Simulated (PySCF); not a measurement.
A calculated (revPBE, PySCF 2.14, dyall-acv3z, scalar relativity by spin-free X2C-1e) atom or ion has these occupied shells.

| shell | electrons | orbital energy (eV) | rms radius, mean of both spins (bohr) |
| --- | --- | --- | --- |
| 1s α | 1 | -915.05 | 0.183 |
| 1s β | 1 | -911.68 | 0.183 |
| 2s α | 1 | -106.38 | 0.870 |
| 2s β | 1 | -97.921 | 0.870 |
| 2p α | 3 | -83.708 | 0.829 |

Name the element and its charge.

Ne³⁺ (neon, charge +3), in [He] 2s2 2p3, high-spin 4S determinant.
